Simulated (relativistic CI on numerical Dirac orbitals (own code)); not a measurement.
## Electric-dipole lines of Au⁵⁶⁺

Calculated at this level of theory: Dirac-Coulomb-Breit CI, orbitals from a KLI potential per configuration, model QED (radiative potential, 1s self-energy scaled to tabulated hydrogen-like ionisation energies), unscaled Slater integrals (own radial code, finite nucleus).

Configurations in the expansion (outside the closed core [Ne]): 3s²3p⁶3d⁵, 3s²3p⁵3d⁶, 3s²3p⁴3d⁷, 3s3p⁶3d⁶, 3p⁶3d⁷, 3s3p⁵3d⁷, 3s²3p⁶3d⁴4s, 3s²3p⁶3d⁴4p, 3s²3p⁴3d⁶4s, 3s²3p⁶3d⁴4d, 3s²3p⁴3d⁶4p, 3s²3p⁵3d⁵4s, 3s²3p⁶3d⁴4f, 3s3p⁵3d⁶4s, 3s²3p⁵3d⁵4p, 3s3p⁵3d⁶4p, 3s²3p⁶3d³4s², 3s3p⁶3d⁵4s, 3s²3p⁶3d³4s4p, 3p⁶3d⁶4p. Levels of other configurations are missing.

| λ vac (Å) | Lower | Upper | A (s⁻¹) | E lower (10³ cm⁻¹) | E upper (10³ cm⁻¹) |
| --- | --- | --- | --- | --- | --- |
| 14.603 | 3s²3p⁶3d⁵ ⁴G11/2 [13] | 3s²3p⁵3d⁶ ²G°9/2 [217] | 3.99e+12 | 1517.4 | 8365.5 |
| 14.728 | 3s²3p⁶3d⁵ ²G7/2 [20] | 3s²3p⁵3d⁶ ²F°5/2 [227] | 5.61e+12 | 1669.0 | 8459.0 |
| 14.743 | 3s²3p⁶3d⁵ ²I13/2 [15] | 3s²3p⁵3d⁶ ²H°11/2 [215] | 8.36e+12 | 1562.1 | 8345.1 |
| 14.830 | 3s²3p⁶3d⁵ ⁶S5/2 [2] | 3s²3p⁵3d⁶ ⁴D°7/2 [162] | 2.28e+12 | 671.6 | 7414.6 |
| 14.858 | 3s²3p⁶3d⁵ ²G9/2 [25] | 3s²3p⁵3d⁶ ²F°7/2 [235] | 5.05e+12 | 1826.7 | 8557.0 |
| 14.866 | 3s²3p⁵3d⁶ ²I°13/2 [57] | 3s²3p⁴3d⁷ ⁴G11/2 [375] | 7.75e+12 | 4387.3 | 11114.1 |
| 14.882 | 3s²3p⁶3d⁵ ²H11/2 [4] | 3s²3p⁵3d⁶ ⁴F°9/2 [165] | 7.16e+12 | 785.3 | 7504.9 |
| 14.901 | 3s²3p⁵3d⁶ ⁴I°15/2 [54] | 3s²3p⁴3d⁷ ⁴H13/2 [368] | 9.04e+12 | 4315.0 | 11026.1 |
| 14.923 | 3s²3p⁶3d⁵ ²H11/2 [30] | 3s²3p⁵3d⁶ ²G°9/2 [275] | 6.46e+12 | 2381.0 | 9082.0 |
| 14.941 | 3s²3p⁶3d⁵ ²H11/2 [30] | 3s²3p⁵3d⁶ ²H°11/2 [274] | 6.53e+12 | 2381.0 | 9074.1 |
| 14.945 | 3s²3p⁶3d⁵ ²G9/2 [32] | 3s²3p⁵3d⁶ ²F°7/2 [279] | 7.59e+12 | 2446.0 | 9137.4 |
| 14.998 | 3s²3p⁶3d⁵ ²G9/2 [6] | 3s²3p⁵3d⁶ ⁴F°9/2 [165] | 2.89e+12 | 837.5 | 7504.9 |
| 15.039 | 3s²3p⁶3d⁵ ²F7/2 [9] | 3s²3p⁵3d⁶ ²D°5/2 [168] | 6.28e+12 | 911.2 | 7560.4 |
| 15.059 | 3s²3p⁶3d⁵ ⁴G7/2 [3] | 3s²3p⁵3d⁶ ⁴D°7/2 [162] | 2.89e+12 | 774.1 | 7414.6 |
| 15.150 | 3s²3p⁶3d⁵ ²H9/2 [19] | 3s²3p⁵3d⁶ ²H°9/2 [205] | 3.21e+12 | 1645.0 | 8245.7 |
| 15.204 | 3s²3p⁶3d⁵ ²G9/2 [6] | 3s²3p⁵3d⁶ ⁴D°7/2 [162] | 2.97e+12 | 837.5 | 7414.6 |
| 15.302 | 3s²3p⁶3d⁵ ⁴G11/2 [13] | 3s²3p⁵3d⁶ ⁴H°11/2 [185] | 2.17e+12 | 1517.4 | 8052.6 |
| 15.331 | 3s²3p⁶3d⁵ ²I13/2 [15] | 3s²3p⁵3d⁶ ²I°13/2 [190] | 3.58e+12 | 1562.1 | 8084.9 |
| 15.405 | 3s²3p⁶3d⁵ ⁴G11/2 [13] | 3s²3p⁵3d⁶ ⁴F°9/2 [183] | 2.30e+12 | 1517.4 | 8008.6 |
| 17.216 | 3s²3p⁵3d⁶ ⁴G°11/2 [38] | 3s3p⁶3d⁶ ⁴F9/2 [290] | 5.38e+12 | 3463.7 | 9272.2 |
| 17.252 | 3s²3p⁵3d⁶ ⁶F°11/2 [48] | 3s3p⁶3d⁶ ⁶D9/2 [323] | 5.06e+12 | 4199.0 | 9995.5 |
| 24.853 | 3s²3p⁶3d⁵ ⁴G7/2 [3] | 3s²3p⁵3d⁶ ²D°5/2 [83] | 2.03e+12 | 774.1 | 4797.8 |
| 24.973 | 3s²3p⁶3d⁵ ⁶S5/2 [2] | 3s²3p⁵3d⁶ ⁶P°3/2 [76] | 1.39e+12 | 671.6 | 4675.9 |
| 24.980 | 3s²3p⁶3d⁵ ²H11/2 [4] | 3s²3p⁵3d⁶ ²G°9/2 [82] | 1.50e+12 | 785.3 | 4788.6 |
| 25.039 | 3s²3p⁶3d⁵ ⁴D7/2 [12] | 3s²3p⁵3d⁶ ⁴P°5/2 [122] | 1.52e+12 | 1514.3 | 5508.1 |
| 25.044 | 3s²3p⁶3d⁵ ²G9/2 [6] | 3s²3p⁵3d⁶ ²F°7/2 [84] | 2.27e+12 | 837.5 | 4830.5 |
| 25.056 | 3s²3p⁶3d⁵ ⁴G11/2 [13] | 3s²3p⁵3d⁶ ²H°9/2 [123] | 1.43e+12 | 1517.4 | 5508.5 |
| 25.154 | 3s²3p⁶3d⁵ ²D5/2 [7] | 3s²3p⁵3d⁶ ²D°3/2 [86] | 1.71e+12 | 871.9 | 4847.4 |
| 25.204 | 3s²3p⁶3d⁵ ²I13/2 [15] | 3s²3p⁵3d⁶ ²H°11/2 [125] | 2.11e+12 | 1562.1 | 5529.7 |
| 25.225 | 3s²3p⁶3d⁵ ⁴G9/2 [14] | 3s²3p⁵3d⁶ ²F°7/2 [120] | 1.64e+12 | 1535.0 | 5499.3 |
| 25.242 | 3s²3p⁶3d⁵ ²D5/2 [1] | 3s²3p⁵3d⁶ ²P°3/2 [46] | 2.14e+12 | 0.0 | 3961.6 |
| 25.307 | 3s²3p⁶3d⁵ ²D5/2 [1] | 3s²3p⁵3d⁶ ²D°5/2 [45] | 2.35e+12 | 0.0 | 3951.5 |
| 25.309 | 3s²3p⁶3d⁵ ²G9/2 [6] | 3s²3p⁵3d⁶ ²G°9/2 [82] | 7.76e+11 | 837.5 | 4788.6 |
| 25.590 | 3s²3p⁶3d⁵ ²H11/2 [30] | 3s²3p⁵3d⁶ ²G°9/2 [149] | 1.91e+12 | 2381.0 | 6288.9 |
| 25.628 | 3s²3p⁶3d⁵ ⁶S5/2 [2] | 3s²3p⁵3d⁶ ²F°5/2 [68] | 8.12e+11 | 671.6 | 4573.5 |
| 25.672 | 3s²3p⁶3d⁵ ²H11/2 [4] | 3s²3p⁵3d⁶ ²H°11/2 [77] | 1.91e+12 | 785.3 | 4680.6 |
| 25.688 | 3s²3p⁶3d⁵ ⁴G7/2 [3] | 3s²3p⁵3d⁶ ²F°7/2 [75] | 8.18e+11 | 774.1 | 4667.0 |
| 25.845 | 3s²3p⁶3d⁵ ²H11/2 [4] | 3s²3p⁵3d⁶ ²G°9/2 [74] | 5.26e+11 | 785.3 | 4654.5 |
| 26.198 | 3s²3p⁶3d⁵ ²G9/2 [6] | 3s²3p⁵3d⁶ ²G°9/2 [74] | 8.24e+11 | 837.5 | 4654.5 |
| 26.255 | 3s²3p⁶3d⁵ ⁴G7/2 [3] | 3s²3p⁵3d⁶ ²G°7/2 [69] | 6.47e+11 | 774.1 | 4582.9 |
| 26.260 | 3s²3p⁶3d⁵ ²F7/2 [9] | 3s²3p⁵3d⁶ ²F°7/2 [79] | 1.11e+12 | 911.2 | 4719.3 |
| 26.467 | 3s²3p⁶3d⁵ ²D5/2 [1] | 3s²3p⁵3d⁶ ⁴D°7/2 [43] | 7.56e+11 | 0.0 | 3778.4 |
| 26.598 | 3s²3p⁶3d⁵ ⁴G11/2 [13] | 3s²3p⁵3d⁶ ⁴G°11/2 [107] | 9.60e+11 | 1517.4 | 5277.1 |
| 26.724 | 3s²3p⁶3d⁵ ²I13/2 [15] | 3s²3p⁵3d⁶ ²I°13/2 [109] | 1.01e+12 | 1562.1 | 5304.0 |
| 27.762 | 3s²3p⁶3d⁵ ²H11/2 [4] | 3s²3p⁵3d⁶ ²I°13/2 [57] | 2.77e+11 | 785.3 | 4387.3 |

Terms are leading LS components. Brackets give the number of a level in order of energy, since labels repeat. The list gives strong lines, with weight on those to low levels, without lines whose two gauges differ by over a factor of 2.5, among the lowest 400 of 9879 levels, so that lines to higher ones, which can be the strongest, are missing. Levels whose partners in the same complex of configurations lie outside the list can be far off, and so can their lines. Rates are taken at the computed energies, electric ones in the length gauge.

At this charge energies of transitions that change n are usually good to better than 1 %, and those within a shell (Δn = 0) to a few per cent.

LS names give the leading component of a level, which can be under half, so a name can repeat, a term be missing and a line seem to break the LS rules.
